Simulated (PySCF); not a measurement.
## Ba⁴¹⁺: ionisation energy

Ba⁴¹⁺ [Ne] 3s2 3p3 (4S) → Ba⁴²⁺ [Ne] 3s2 3p2 (3P), as a difference of total energies. All numbers are calculated (PySCF 2.14, scalar relativity by spin-free X2C-1e, in an uncontracted even-tempered set (18 s from 8 bohr⁻², ratio 2.5; 12 p from 10 bohr⁻², ratio 2.5; 4 d from 42 bohr⁻², ratio 2.7; 4 f from 63 bohr⁻², ratio 2.7)). Correlated levels: outer shells: 1s2 frozen; virtual orbitals above 40 to 60 times the deepest correlated orbital energy dropped. The calculations carry no spin-orbit coupling.

```
                method  ionisation energy (eV)
                   UHF                  3125.0
                   LDA                  3125.2
                  PBE0                  3126.0
                r2SCAN                  3126.9
                  BLYP                  3126.0
    MP2 (outer shells)                  3125.5
SCS-MP2 (outer shells)                  3125.2
```

Task: Estimate what PBE gives.

Result: 3125.8 eV, closest to PBE0 among the rows shown.

Task: Estimate what PW91 gives.

Result: 3126.3 eV, closest to BLYP among the rows shown.

Spin-orbit coupling is strong in these open shells (close to jj coupling). The scalar numbers leave it out and a first-order estimate fails, so it can dominate the gap to the real levels.

Breit and QED terms and the two-electron picture change are absent.

For comparison: 3081 ± 4 eV (theoretical estimate listed by NIST; NIST Atomic Spectra Database, ionization energies).
